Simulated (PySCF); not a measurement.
## Correlation energy of Cu (copper, neutral)

[Ar] 3d9 4s2, 2D determinant (an excited configuration). Computed with PySCF 2.14 in x2c-TZVPPall (6s5p4d2f1g, 64 functions), with scalar relativity by spin-free X2C-1e. Frozen: [Ne]; 19 electrons correlated.

```csv
level,correlation energy (mhartree)
CCSD,-679.57
(T),-16.75
CCSD(T),-696.32
```

Diagnostics: T1 = 0.017, D1 = 0.0556, largest double amplitude 0.112.

Task: Is a single reference adequate?

Result: Mostly. T1 lies below 0.03, but a double amplitude of this size points to a near-degeneracy that CCSD handles and MP2 describes poorly.

This basis was not built for core-valence correlation, so the inner-shell part is incomplete.
